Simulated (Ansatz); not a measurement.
Ansatz results at the PBE0-D4/def2-TZVP geometry: ideal-gas entropy at 298 K and 1 bar (rigid rotor, harmonic PBE0-D4/def2-TZVP) 332 J/(mol·K); HOMO–LUMO gap (B3LYP/def2-TZVPP) 4.62 eV; HOMO energy (B3LYP/def2-TZVPP) -6.87 eV.

Each molecule was computed in one conformer, which needn't be the lowest.

(1) Which molecule gave them?
A. `O=CB[TeH]`
B. `[SiH3]C1C=C1`
C. `[CH3][Al]([CH3])[CH2]O`
D. `F[SiH2][AlH][Cl]`

Results:

(1) A. The others give `[SiH3]C1C=C1`: 307, 6.24, -6.80; `[CH3][Al]([CH3])[CH2]O`: 406, 5.79, -6.62; `F[SiH2][AlH][Cl]`: 353, 5.35, -7.66.

B3LYP here is the variant with VWN-RPA as its local correlation; programs differ in this.
